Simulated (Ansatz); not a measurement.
Method: Ansatz (a program for electronic structure) with frozen-core CCSD(T)/def2-TZVPP.

Ansatz 0.2 input:
```yaml
crystal:
  periodic: [false, false, false]
  atoms:
    - { symbol: I, position_ang: [0.0, 0.0, 0.0] }
basis:
  gaussian: { orbitals: def2-TZVPP }
correlation:
  method: ccsd_t
magnetization:
  spin_polarized: true
  initial_magnetization: 1
```

Output:

```
Functional definition: HF
336 factors; integrals over basis functions are off by at most 1.8e-4 eV
mean field evaluation 1: about -8072.3084 eV, gradient 4.7e0 eV
mean field evaluation 2: about -8072.3088 eV, gradient 4.7e0 eV
mean field evaluation 4: about -8072.4861 eV, gradient 4.6e-1 eV
mean field evaluation 8: about -8072.4909 eV, gradient 5.2e-3 eV
mean field evaluation 16: about -8072.4874 eV, gradient 5.8e-1 eV
mean field evaluation 32: about -8072.4908 eV, gradient 3.1e-3 eV
mean field evaluation 64: about -8072.4908 eV, gradient 2.0e-2 eV
mean field -8072.49085288 eV, -296.6585671125 hartree, gradient 5.2e-6 eV, S^2 0.759764; 4 other end points of the search recorded, 0 dependent functions left out
4 core orbitals not correlated
reference -8072.49085288 eV, -296.6585671125 hartree; 9, 8 occupied and 37, 38 virtual orbitals, 336 factors
second order -12.71019879 eV of doubles, -0.00000000 eV of singles
cycle   1  -11.86552547 eV  change    8.4e-1 eV  update   5.5e-2
cycle   2  -12.12968206 eV  change   -2.6e-1 eV  update   1.3e-2
cycle   3  -12.13707144 eV  change   -7.4e-3 eV  update   4.8e-3
cycle   4  -12.13517709 eV  change    1.9e-3 eV  update   8.9e-4
cycle   5  -12.13570150 eV  change   -5.2e-4 eV  update   1.6e-4
cycle   6  -12.13563482 eV  change    6.7e-5 eV  update   4.5e-5
cycle   7  -12.13563699 eV  change   -2.2e-6 eV  update   1.1e-5
perturbative correction -0.19453701 eV, -0.0071491031 hartree
Total energy: -8084.82102687 eV, -297.1116926491 hartree
```

Cost: around 5 core-seconds (rough).
